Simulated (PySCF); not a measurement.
## Vertical excitation energies

Species: C4H8O2Si.
SMILES: `C([C@@H]1COC1=O)[SiH3]`

The calculation used TDDFT CAM-B3LYP/def2-SVPD, vertical, gas phase, core orbitals frozen in the response (PySCF). Geometry: PBE0-D3(BJ)/def2-SVP, one conformer, isolated molecule. Torsions of this conformer, `[O:1]=[C:2]1[O:3][CH2:4][C@H:5]1[CH2:6][SiH3:7]`: C4–C5–C6–Si7 166°.

**Question.** List the vertical singlet excitations with oscillator strengths and describe the spectrum.

**Answer.** 

```
state  E (eV)  E (kJ/mol)  λ (nm)       f     main configurations (H = HOMO, L = LUMO)
   S1    5.92         571   209.4  0.0005                       H→L (45%), H→L+2 (35%)
   S2    7.86         759   157.7   0.035          H→L (29%), H→L+2 (20%), H-1→L (17%)
   S3    7.93         765   156.3   0.059                                  H-2→L (63%)
   S4    7.98         770   155.3   0.020          H-1→L (38%), H→L+2 (12%), H→L (12%)
   S5    8.44         814   146.9  0.0047                     H→L+3 (44%), H-1→L (10%)
   S6    8.55         825   145.0  0.0065  H-1→L+3 (22%), H-1→L+2 (20%), H-1→L+1 (14%)
```

The lowest singlet comes at 209 nm (571 kJ/mol) in the ultraviolet; it is very weak; its leading configuration is HOMO→LUMO (45%). The strongest level in the table is S3 at 7.93 eV (156 nm, f = 0.059). Löwdin shares by element: HOMO oxygen 62%, carbon 23% or more (atoms not listed hold the other 15%); LUMO carbon 23% or more, silicon 13%, oxygen 10% or more (atoms not listed hold the other 54%). Orbital energies (eV): HOMO-3 -11.05, HOMO-2 -10.47, HOMO-1 -10.41, HOMO -9.63, LUMO 0.72, LUMO+1 1.40, LUMO+2 1.43. Weighted by f, the mean energy of these states is 7.96 eV. Of the 6 states listed, 3 reach f = 0.01 and none stays under 0.0005. Only the lowest 6 singlets were computed, as vertical energies without vibronic structure.
